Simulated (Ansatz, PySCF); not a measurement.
Gas-phase reaction in SMILES: C#C (C2H2) [acetylene] -> [C]#C + H atom (the C-H bond at the site shown breaks; other sites are not compared here)
Structures are relaxed separately at B3LYP-D3(BJ)/def2-TZVP in Ansatz (a program for electronic structure). Markedly spin-contaminated UHF reference, which strains HF, MP2 and, less, CCSD(T): [C]#C. High T1 diagnostic, so coupled cluster is less sure: [C]#C.

Wanted: bond dissociation energy (enthalpy at 298 K, with B3LYP-D3(BJ) rigid-rotor harmonic-oscillator terms from PySCF), in kcal/mol. Valence correlation only, unless marked. UHF or UKS for open shells. No spin-orbit coupling. Non-relativistic. Basis-set limits of correlation are two-point, X^-3; Hartree-Fock from the larger set.

```
level                                        program  bond dissociation energy (kcal/mol)
------------------------------------  --------------  -----------------------------------
r2SCAN-D3(BJ)/def2-TZVPD              Ansatz + dftd3                                129.6
B3LYP-D3(BJ)/def2-TZVPD               Ansatz + dftd3                                134.2
PBE0/6-31G*                                   Ansatz                                  ___
PBE0-D3(BJ)/def2-TZVP                 Ansatz + dftd3                                131.2
PBE0/def2-QZVPP                               Ansatz                                131.4
BHLYP-D3(BJ)/def2-TZVPD               Ansatz + dftd3                                133.0
r2SCANh-D4/def2-TZVPD                 Ansatz + dftd4                                129.5
HSE06-D3(BJ)/def2-TZVPD               Ansatz + dftd3                                131.4
HSE06/def2-TZVPD                              Ansatz                                131.3
CAM-B3LYP-D4/def2-TZVPD               Ansatz + dftd4                                  ___
LC-wPBE-D4/def2-TZVPD                 Ansatz + dftd4                                  ___
CCSD/6-31G                                    Ansatz                                  ___
CCSD/aug-cc-pVTZ                              Ansatz                                131.3
CCSD/cc-pVQZ                                  Ansatz                                131.9
CCSD/def2-QZVPP                               Ansatz                                132.0
CCSD(T)/CBS(def2-TZVPPD,def2-QZVPPD)          Ansatz                                133.8
```

Some entries are withheld; supply them.


- PBE0/6-31G*, bond dissociation energy (kcal/mol): 130.0
- CAM-B3LYP-D4/def2-TZVPD, bond dissociation energy (kcal/mol): 134.7
- LC-wPBE-D4/def2-TZVPD, bond dissociation energy (kcal/mol): 130.7
- CCSD/6-31G, bond dissociation energy (kcal/mol): 117.5
